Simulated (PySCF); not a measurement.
Saddle point of BHClOF, singlet (BHClOF ([OH][B]([F])[Cl]) → BOF + HCl; bonds formed: Cl2–H4; bonds broken: B1–Cl2, O3–H4), PBE0-D4/def2-TZVP structure:

B1  (-0.489, 0.289, 0.335)
Cl2  (1.253, -1.102, -0.126)
O3  (-0.466, 0.823, -0.794)
H4  (0.614, -0.105, -0.946)
F5  (-0.912, 0.095, 1.531)
(Å)

Energies are electronic, without zero-point energy. Barriers and step energies count from the start structure reached by relaxing down the imaginary mode; all methods use the PBE0-D4 structures, on which another method's saddle can fall below an end. Program: PySCF 2.14 with density fitting (its default auxiliary sets; JK sets also for MP2 and CCSD(T)). Basis: def2-TZVPP, with def2-QZVPP for the basis limit. Cores are frozen in the correlated methods. B3LYP uses VWN-RPA correlation. Extrapolation: Hartree–Fock as exp(−7.88 √X), correlation as X^−2.97.

```json
{"method": "SPW92", "barrier (kcal/mol)": "49.15", "step energy (kcal/mol)": "47.43"}
{"method": "PBE-D4", "barrier (kcal/mol)": "49.46", "step energy (kcal/mol)": "40.96"}
{"method": "r2SCAN-D4", "barrier (kcal/mol)": "53.80", "step energy (kcal/mol)": "44.16"}
{"method": "PBE0-D4", "barrier (kcal/mol)": "?", "step energy (kcal/mol)": "44.76"}
{"method": "B3LYP-D4", "barrier (kcal/mol)": "54.32", "step energy (kcal/mol)": "39.77"}
{"method": "BHLYP-D4", "barrier (kcal/mol)": "?", "step energy (kcal/mol)": "43.89"}
{"method": "wB97M-V", "barrier (kcal/mol)": "?", "step energy (kcal/mol)": "42.88"}
{"method": "HF", "barrier (kcal/mol)": "69.45", "step energy (kcal/mol)": "43.39"}
{"method": "MP2", "barrier (kcal/mol)": "55.90", "step energy (kcal/mol)": "40.61"}
{"method": "CCSD", "barrier (kcal/mol)": "60.43", "step energy (kcal/mol)": "41.92"}
{"method": "CCSD(T)", "barrier (kcal/mol)": "57.72", "step energy (kcal/mol)": "41.35"}
```

Q: Fill in the withheld barriers. (An estimate is asked for; the value comes from the calculation.)

A: By the calculation: BHLYP-D4 61.23; PBE0-D4 55.69; wB97M-V 56.41 kcal/mol. Each is the energy of the saddle less that of the start structure, by the same method.

For comparison, the barrier by CCSD(T) at an estimated basis limit (MP2 extrapolated from triple and quadruple zeta, plus CCSD(T) − MP2 in triple zeta) is 57.30 kcal/mol.

No T1 diagnostic of these runs exceeds 0.016.

Labels in which every atom is bracketed show which atoms are joined, not bond orders.

For scale, one of the runs: CCSD(T)/def2-TZVPP, 149 basis functions, launched by `OMP_NUM_THREADS=4 python run.py`. Time: 2 min of wall clock on 4 CPU threads of an Arm Neoverse V1; the host was shared. Peak host memory: 1.2 GiB.
